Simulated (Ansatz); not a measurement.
Ansatz (a first-principles code) input:

Ansatz 0.2 input:
```yaml
crystal:
  periodic: [false, false, false]
  atoms:
    - {symbol: B, position_ang: [0.04661859, -0.36024849, 0.32064487]}
    - {symbol: Cl, position_ang: [-0.03165284, 0.98264223, -0.87258709]}
    - {symbol: N, position_ang: [1.34765678, -0.71434788, 0.80951212]}
    - {symbol: N, position_ang: [-1.13547270, -0.93076015, 0.78825076]}
    - {symbol: H, position_ang: [2.00281384, -1.07040658, 0.11462526]}
    - {symbol: H, position_ang: [-2.04152664, -0.66188270, 0.44604065]}
    - {symbol: H, position_ang: [-1.14157061, -1.65562986, 1.48575025]}
basis:
  gaussian:
    orbitals: 6-31G*
magnetization: {spin_polarized: true, initial_magnetization: 1}
correlation: {method: ccsd_t, electrons: outside_noble_gas}
```

**Question.** What final total energy does it print?

**Answer.** -595.43545 Eh (CCSD(T)/6-31G*).

It need not be the lowest isomer of its formula.
